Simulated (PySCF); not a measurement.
Ti(F)3(OH)(OH2) (F₃H₃O₂Ti), SMILES [OH][Ti](<-[OH2])([F])([F])[F], multiplicity 1. Atoms are numbered in the order given.

```xyz
9

Ti     0.1509     0.0826    -0.1786
F      1.0548    -1.4070     0.0604
F     -1.4525    -0.0713    -0.9431
F      0.2547     1.3128     1.1068
O      1.1198     0.8182    -1.4791
H      1.8911     0.5134    -1.9872
O     -1.2016    -0.8205     1.5569
H     -2.0709    -0.7684     1.1111
H     -1.1973    -0.0548     2.1658
```

Geometry: PBE-D3(BJ)/def2-SVP. The multiplicity is an assumed one; other spin states were not compared. One conformer was computed; it need not be the lowest.

Level of theory: PBE-D3(BJ)/def2-SVP run with PySCF.

Frequencies are harmonic and unscaled.

```
mode  ν (cm⁻¹)  IR (km/mol)  moving atoms (share of kinetic energy)
----  --------  -----------  --------------------------------------
1           23         65.9                   H 62 %, F 25 %, O 8 %
2          119         11.3                  O 46 %, F 42 %, H 11 %
3          125         12.4                  O 43 %, F 29 %, H 26 %
4          200         17.5                 F 63 %, O 20 %, Ti 12 %
5          206          1.4                          H 56 %, F 36 %
6          223         46.6         F 46 %, H 21 %, O 20 %, Ti 13 %
7          233         13.2                 O 61 %, Ti 22 %, F 12 %
8          240         21.1                  H 37 %, F 35 %, O 27 %
9          264         79.1         F 38 %, H 26 %, O 24 %, Ti 12 %
10         275         65.7           F 56 %, O 26 %, H 9 %, Ti 9 %
11         391        174.5                          H 64 %, O 29 %
12         488        312.9                          H 80 %, O 13 %
13         516         15.0                  H 78 %, F 12 %, O 10 %
14         661          8.1                                  F 91 %
15         762        190.2                         F 53 %, Ti 39 %
16         766        182.3                 Ti 34 %, O 33 %, F 30 %
17         791        174.4                 Ti 36 %, F 30 %, O 29 %
18        1577         61.0                                  H 93 %
19        3654         31.2                                  H 96 %
20        3749         83.5                                  H 93 %
21        3783        204.7                                  H 94 %
```
